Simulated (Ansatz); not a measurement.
Reaction (redistribution): `N=C([SiH3])BO` + `C[SiH](O)[SiH3]` → `C[SiH](O)BO` + `N=C([SiH3])[SiH3]`

Gas-phase electronic energies from Ansatz, PBE0-D4/def2-TZVP geometries. CCSD(T)/CBS is the MP2 limit (def2-TZVPP, def2-QZVPP) plus CCSD(T) − MP2 in def2-TZVPP, frozen cores. DFT in def2-TZVPP. HSE06 is defined as in plane-wave codes. One conformer a species, not always the lowest.

| level | ΔE (kcal/mol) | difference from CCSD(T)/CBS |
| --- | --- | --- |
| r2SCAN-D4 | 12.2 | 0.7 |
| B97M-V | 13.1 | 1.6 |
| r2SCAN0-D4 | 12.5 | 1.0 |
| HSE06-D4 | 12.3 | 0.8 |
| BHLYP-D4 | 11.9 | 0.4 |
| ωB97X-V | 11.6 | 0.1 |
| PBE | 11.9 | 0.4 |
| revPBE | 11.5 | 0.0 |
| r2SCAN | 12.2 | 0.7 |
| r2SCANh | 12.3 | 0.8 |
| CAM-B3LYP | 11.6 | 0.1 |
| MP2/def2-TZVPP | 11.4 | -0.1 |
| CCSD(T)/def2-TZVPP | 11.6 | 0.1 |
| HF/def2-QZVPP | 11.8 | 0.3 |
| MP2/CBS(def2) | 11.2 | -0.3 |
| CCSD/CBS(def2) | 11.5 | 0.0 |
| CCSD(T)/CBS | 11.5 | 0 |

Largest T1 diagnostic among the species: 0.014.

From BLYP to BHLYP (50 % exact exchange), in def2-TZVPP and without D4, ΔE moves by +1.0 kcal/mol. Leaving LDA and LC-ωPBE aside and taking each functional with its dispersion term where it has one, the values, not all of them listed here, spread over 2.1 kcal/mol, from BLYP-D4 to B97M-V. LDA lies +0.9 kcal/mol from PBE without D4. At CCSD(T), def2-SVP lies +0.9 kcal/mol from the extrapolated value and def2-TZVPP +0.1 kcal/mol.
